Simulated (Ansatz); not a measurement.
Consider the atomization: `[F][Sn]([F])([F])[Cl]` → Cl• + 3 F• + Sn•.

Isolated molecules relaxed with PBE0-D4/def2-TZVP in Ansatz; ΔE leaves out vibrations. CCSD(T)/CBS adds triple-zeta CCSD(T) − MP2 to the extrapolated MP2 energy (def2 sets, frozen cores). This one scheme is used for every species, atoms too. DFT in def2-TZVPP. Open shells (•) are unrestricted, without spin–orbit coupling. Spin–orbit coupling would lower the free atoms: a little for Cl, F; strongly for Sn. def2 core potentials past Kr. Bonds to Sn are less sure, by a few kJ/mol each and by 10 to 20 or more in all where they break to atoms, as the def2 sets lack core-valence functions.

`[F][Sn]([F])([F])[Cl]`:

```xyz
5

F    -0.589   -1.648   -0.729
Sn    0.027   -0.019   -0.014
F     1.356   -0.433    1.251
F     0.863    0.922   -1.413
Cl   -1.658    1.178    0.905
```

| level | ΔE (kcal/mol) |
| --- | --- |
| LDA (SPW92) | 464.6 |
| PBE-D4 | 400.1 |
| ωB97X-V | 391.1 |
| ωB97M-V | 385.8 |
| CCSD(T)/def2-SVP | 345.8 |
| MP2/def2-TZVPP | 396.9 |
| HF/CBS(def2) | 256.8 |
| CCSD/CBS(def2) | 384.1 |

(1) What does CCSD(T)/CBS give? (Best estimate.)

Largest T1 diagnostic among the species: 0.014.

## Answers

(1) Computed: +395.5 kcal/mol. The listed levels differ from it by 69.1, 4.6, -4.4, -9.7, -49.7, 1.4, -138.7, -11.4 kcal/mol.

At CCSD(T), def2-SVP lies −49.8 kcal/mol from the extrapolated value and def2-TZVPP −21.3 kcal/mol: correlation converges slowly with the basis, and small sets miss more of it in the bonded molecule than in its fragments. The D4 term adds +4.7 kcal/mol with B3LYP and +2.4 kcal/mol with PBE0; it sums over pairs of atoms, weighted by their polarisabilities, and B3LYP, whose exchange is more repulsive, gets the larger term. From BLYP to BHLYP (50 % exact exchange), in def2-TZVPP and without D4, ΔE moves by −31.4 kcal/mol: exact exchange takes away binding that semilocal exchange gives to molecules.

B3LYP here is the variant with VWN-RPA as its local correlation; programs differ in this.

For atomizations the MP2-based limit and the directly extrapolated one differ by several kJ/mol either way, and by 10 to 25 for some Ge, Se and Sn compounds, so smaller differences from it don't rank the levels.
